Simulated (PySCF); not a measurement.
A species of formula C5H3F3 has this rotational fingerprint, computed with PBE0-D3(BJ)/def2-SVP geometry optimisation, gas phase (PySCF 2.14.0):

```
Rotational constants : A = 4778, B = 1277, C = 1220 MHz
Dipole components    : |μa| = 4.59 D, |μb| = 0.09 D, |μc| = 0.00 D
Inertial defect      : -87.24 u·Å²
κ                    : -0.97
```

Question: Which structure is it? (One computed conformer of each.)
A. `C#C/C=C\C(F)(F)F`
B. `FC(F)(F)C=C1C=C1`

Answer: B. It is FC(F)(F)C=C1C=C1, a near-prolate asymmetric top, point group Cs. The candidates at the same level (rigid rotor, commonest isotopes):

```
          SMILES  A (MHz)  B (MHz)  C (MHz)  μa (D)  μb (D)  μc (D)  Δ (u·Å²)  point group                        rotor
C#C/C=C\C(F)(F)F     3999     1440     1297    1.56    1.48    0.00    -87.75           Cs               asymmetric top
FC(F)(F)C=C1C=C1     4778     1277     1220    4.59    0.09    0.00    -87.24           Cs  near-prolate asymmetric top
```

`C#C/C=C\C(F)(F)F` has A 16 % too low. In the right answer the mirror of this Cs structure is the ab plane, so μc vanishes by symmetry. No structure here is proved a minimum.

Shape of the structure used: `[F:1][C:2]([F:3])([F:4])[CH:5]=[C:6]1[CH:7]=[CH:8]1`: F1–C2–C5–C6 -119°.
